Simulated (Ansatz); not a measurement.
Basis-set extrapolation for `C[Si](C)(N)N` (PBE0-D4/def2-TZVP geometry, frozen core, Ansatz). Multiplicity 1, RHF reference.

```json
{"": "HF", "def2-TZVPP": "-479.578136", "def2-QZVPP": "-479.597202"}
{"": "MP2 correlation", "def2-TZVPP": "-0.914779", "def2-QZVPP": "-0.978042"}
{"": "CCSD(T) correlation", "def2-TZVPP": "-1.001939", "def2-QZVPP": "not run"}
```

Energies in hartree. Use E(X) = E(∞) + A·exp(−7.88·√X) for Hartree–Fock and E(X) = E(∞) + B·X^(−2.97) for correlation, with X = 3 and 4, and add CCSD(T) minus MP2 of the smaller set to the MP2 limit.

**Question.** What is the CCSD(T) energy at the basis-set limit?

**Answer.** HF limit: -479.597202 + (-0.019066) × 0.13774 = -479.59983. MP2 limit: -0.978042 + (-0.063263) × 0.74074 = -1.02490. Higher-order term: -1.001939 − (-0.914779) = -0.08716. Total: -480.71189 hartree, 346.1 kJ/mol below CCSD(T)/def2-TZVPP.
